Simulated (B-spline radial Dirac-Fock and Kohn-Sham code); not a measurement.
# K-line shifts caused by a second vacancy in Ir⁵⁺

System: the Ir⁵⁺ ion in the configuration [Xe] 4f14 5d4, inside a Watson sphere of charge -5 and radius 1.8 Å (a model of the Madelung potential; inside it an electron's potential energy is raised by 40.0 eV).

Calculated with a radial atomic solver, using ΔSCF Dirac-Fock with Breit, self-energy and vacuum polarisation, finite nucleus, configuration average. Each two-hole energy is an average over J within one jj subconfiguration, not an observable level; in light atoms, where LS coupling holds, the j-resolved values are not observed lines, and for a K spectator the Kα1 hypersatellite is nearly forbidden. No correlation.

Lines without a spectator: Kα2 (K-L2) 63282.4 eV, Kα1 (K-L3) 64891.5 eV, Kβ3 (K-M2) 73194.6 eV, Kβ1 (K-M3) 73551.1 eV. Shifts in eV with one spectator hole (a dash: not computed, or left out as unreliable):

| spectator hole | Kα2 | Kα1 | Kβ3 | Kβ1 |
| --- | --- | --- | --- | --- |
| K (1s) | +1042.5 | +1128.7 | +1351.8 | +1372.0 |
| L2 (2p1/2) | +135.1 | +184.1 | – | +344.8 |
| L3 (2p3/2) | +97.9 | +109.1 | +252.7 | – |
| M2 (3p1/2) | – | +29.54 | +55.7 | +66.1 |
| M3 (3p3/2) | +15.30 | – | +45.9 | +46.8 |
| M4 (3d3/2) | +5.08 | +1.73 | – | – |
| M5 (3d5/2) | -0.54 | +3.77 | – | – |
